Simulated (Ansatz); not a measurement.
`ClC[SiH](Cl)I` + CH₃OH → `CO[SiH](Cl)I` + `CCl` at 400 K and 1 bar (ligand exchange at the Si–C bond).

Computed with Ansatz on PBE0-D4/def2-TZVP structures; ΔE is electronic, products minus reactants. CCSD(T)/CBS adds triple-zeta CCSD(T) − MP2 to the extrapolated MP2 energy (def2 sets, frozen cores). This one scheme is used for every species. Elements past krypton have def2 core potentials. For I outer-core shells are correlated without core-valence functions, which leaves a few kJ/mol of doubt a bond. One conformer a species, not always the lowest.

```csv
species,CCSD(T)/CBS energy (Eh),H − E (kJ/mol),S (J/(mol·K))
`ClC[SiH](Cl)I`,-1546.03243,138.0,413.8
CH₃OH,-115.61712,151.2,252.6
`CO[SiH](Cl)I`,-1162.05764,176.0,416.7
`CCl`,-499.63220,114.2,247.0
```

H − E and S are ideal-gas, rigid-rotor, harmonic terms from PBE0-D4/def2-TZVP, for one conformer and one mirror image of each species. 1 Eh = 2625.50 kJ/mol, R = 8.31446 J/(mol·K).

Task: By hand: ΔE, ΔH, ΔS and ΔG.

Result: ΔE = (-1162.05764) + (-499.63220) − (-1546.03243) − (-115.61712) = -0.04029 Eh = -105.8 kJ/mol. Δ(H − E) = 176.0 + 114.2 − 138.0 − 151.2 = 1.0, so ΔH = -104.8 kJ/mol. ΔS = 416.7 + 247.0 − 413.8 − 252.6 = -2.7 J/(mol·K). ΔG = -104.8 − 400 × (-2.7)/1000 = -103.7 kJ/mol.

Task: By hand: the equilibrium constant, and the temperature at which ΔG would vanish if ΔH and ΔS stayed fixed.

Result: log₁₀ K = −ΔG/(RT ln 10) = 13.5. ΔG = 0 at ΔH/ΔS = 38815 K, far beyond where these terms or the molecules hold.

The number of gas molecules stays the same, so ΔS is small and ΔH decides. A doubt of 5 kJ/mol in ΔE shifts log₁₀ K by 0.7 here. Other conformers and mirror images would add mixing entropy, several J/(mol·K) or more a flexible species. Modes under 60 cm⁻¹, often nearly free rotors, make the harmonic entropy too high. These are equilibria of isolated gas molecules and say nothing of rates. Largest T1 diagnostic: 0.010 (customary marks: 0.02 for closed shells, 0.045 for open ones).
